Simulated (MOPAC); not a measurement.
MOPAC input (PM6):

```
PM6 PRECISE GNORM=0.05 LET XYZ GEO-OK AUX(PRECISION=9) THREADS=1
FO2V

V     0.02640000 1   -0.05177700 1   -0.15770500 1
O    -1.26537300 1   -0.95427000 1   -0.00144500 1
O    -0.35790700 1    1.41124500 1   -0.62617200 1
F     1.37544700 1   -0.27388000 1    0.96090600 1
```

Output:

```
 *******************************************************************************
 **                                                                           **
 **                              MOPAC v23.2.5                                **
 **                                                                           **
 *******************************************************************************
 ** MOPAC's Digital Object Identifier: https://doi.org/10.5281/zenodo.6511958 **
 **                                                                           **
 ** Please cite the open-source release paper for use of this MOPAC version:  **
 ** J. E. Moussa and J. J. P. Stewart (2026)                                  **
 ** MOPAC: An open-source semiempirical molecular orbital program             **
 ** J. Open Source Softw., 11(119), 8025, https://doi.org/10.21105/joss.08025 **
 *******************************************************************************

                              PM6 CALCULATION RESULTS

 *******************************************************************************
 *  PM6        - The PM6 Hamiltonian to be used
 *  GEO-OK     - OVERRIDE INTERATOMIC DISTANCE AND OTHER SAFETY CHECKS
 *  LET        - OVERRIDE SOME SAFETY CHECKS
 *  PRECISE    - TIGHTER CRITERIA TO BE USED
 *  XYZ        - CARTESIAN COORDINATE SYSTEM TO BE USED
 *  GNORM      - EXIT WHEN GRADIENT NORM DROPS BELOW 0.050
 *  AUX        - OUTPUT AUXILIARY INFORMATION
 *******************************************************************************
PM6 PRECISE GNORM=0.05 LET XYZ GEO-OK AUX(PRECISION=9) THREADS=1
 FO2V

   ATOM   CHEMICAL          X               Y               Z
  NUMBER   SYMBOL      (ANGSTROMS)     (ANGSTROMS)     (ANGSTROMS)

     1       V          0.02640000  *  -0.05177700  *  -0.15770500  *
     2       O         -1.26537300  *  -0.95427000  *  -0.00144500  *
     3       O         -0.35790700  *   1.41124500  *  -0.62617200  *
     4       F          1.37544700  *  -0.27388000  *   0.96090600  *

          CARTESIAN COORDINATES

    NO.       ATOM           X           Y           Z

     1         V          0.0264     -0.0518     -0.1577
     2         O         -1.2654     -0.9543     -0.0014
     3         O         -0.3579      1.4112     -0.6262
     4         F          1.3754     -0.2739      0.9609

 General Reference for PM6:
 "Optimization of Parameters for Semiempirical Methods V: Modification of NDDO Approximations
 and Application to 70 Elements", J. J. P. Stewart, J. Mol. Mod., 13, 1173-1213 (2007)
 URL: https://link.springer.com/article/10.1007/s00894-007-0233-4

           Empirical Formula: O2 V F  =     4 atoms

      MOLECULAR POINT GROUP   :   Cs

      RHF CALCULATION, NO. OF DOUBLY OCCUPIED LEVELS = 12

          Geometry optimization using EF

          DIAGONAL MATRIX USED AS START HESSIAN

 CYCLE:     1  GRAD.:    29.051 HEAT: -126.3012
 CYCLE:     2  GRAD.:   139.469 HEAT: -121.6392
 CYCLE:     3  GRAD.:    19.860 HEAT: -127.4747
 CYCLE:     4  GRAD.:    36.040 HEAT: -126.7977
 CYCLE:     5  GRAD.:     4.714 HEAT: -127.9220
 CYCLE:     6  GRAD.:     3.436 HEAT: -128.0159
 CYCLE:     7  GRAD.:     5.568 HEAT: -128.0695
 CYCLE:     8  GRAD.:    26.614 HEAT: -127.8582
 CYCLE:     9  GRAD.:     0.325 HEAT: -128.0787
 CYCLE:    10  GRAD.:     0.123 HEAT: -128.0789
 CYCLE:    11  GRAD.:     0.012 HEAT: -128.0789

     GRADIENT =  0.01186 IS LESS THAN CUTOFF =  0.05000

 -------------------------------------------------------------------------------
 PM6 PRECISE GNORM=0.05 LET XYZ GEO-OK AUX(PRECISION=9) THREADS=1
 FO2V

     GEOMETRY OPTIMISED USING EIGENVECTOR FOLLOWING (EF).
     SCF FIELD WAS ACHIEVED

                              PM6 CALCULATION
                                                       MOPAC v23.2.5 Linux

          FINAL HEAT OF FORMATION =       -128.07894 KCAL/MOL =    -535.88230 KJ/MOL

          COSMO AREA              =         94.25 SQUARE ANGSTROMS
          COSMO VOLUME            =         81.58 CUBIC ANGSTROMS

          GRADIENT NORM           =          0.01186          =       0.00593 PER ATOM
          IONIZATION POTENTIAL    =         10.222046 EV
          HOMO LUMO ENERGIES (EV) =        -10.222 -1.768
          NO. OF FILLED LEVELS    =         12
          MOLECULAR WEIGHT        =        101.9387         POINT GROUP:  Cs

          MOLECULAR DIMENSIONS (Angstroms)

            Atom       Atom       Distance
            F     4    O     3     2.73493
            O     3    O     2     2.33363
            V     1    O     3     0.42375

          SCF CALCULATIONS        =         12

   ATOM   CHEMICAL          X               Y               Z
  NUMBER   SYMBOL      (ANGSTROMS)     (ANGSTROMS)     (ANGSTROMS)

     1       V          0.02102891  *  -0.07077888  *  -0.23757900  *
     2       O         -1.21506390  *  -0.98693100  *   0.08605482  *
     3       O         -0.28469520  *   1.43858893  *  -0.55433219  *
     4       F          1.27088888  *  -0.23788531  *   0.94547500  *

                             CARTESIAN COORDINATES

   1    V        0.021028911    -0.070778882    -0.237579002
   2    O       -1.215063899    -0.986931001     0.086054822
   3    O       -0.284695204     1.438588927    -0.554332194
   4    F        1.270888881    -0.237885306     0.945474999

           Empirical Formula: O2 V F  =     4 atoms

      MOLECULAR POINT GROUP   :   Cs

                  EIGENVALUES
 -39.40790 -27.20695 -26.91854 -15.37263 -15.36140 -14.56751 -13.28216 -12.83333
 -12.46293 -11.81411 -11.10827 -10.22205  -1.76832  -0.33139   0.81883   1.75531
   1.80242   3.11976   3.19952   4.89662   5.80674

              NET ATOMIC CHARGES AND DIPOLE CONTRIBUTIONS

  ATOM NO.   TYPE          CHARGE      No. of ELECS.   s-Pop       p-Pop       d-Pop
    1          V           1.245397        3.7546     0.64170     0.69163     2.42127
    2          O          -0.438845        6.4388     1.67799     4.76085
    3          O          -0.438847        6.4388     1.67799     4.76085
    4          F          -0.367706        7.3677     1.91554     5.45217
 DIPOLE           X         Y         Z       TOTAL
 POINT-CHG.     1.042    -0.955    -2.104     2.535
 HYBRID         1.708    -0.799    -0.547     1.963
 SUM            2.750    -1.755    -2.651     4.204

          ATOMIC ORBITAL ELECTRON POPULATIONS

     Atom    s        px        py        pz      x^2-y^2     xz        z^2       yz        xy
    1  V   0.64170   0.22307   0.25715   0.21141   0.55282   0.46004   0.33568   0.53422   0.53852
    2  O   1.67799   1.71915   1.52500   1.51669
    3  O   1.67799   1.62593   1.67947   1.45546
    4  F   1.91554   1.75504   1.87491   1.82222

 **********************
 *                    *
 * JOB ENDED NORMALLY *
 *                    *
 **********************

 == MOPAC DONE ==
```

The geometry given is a B3LYP-D3(BJ)/def2-TZVP minimum.
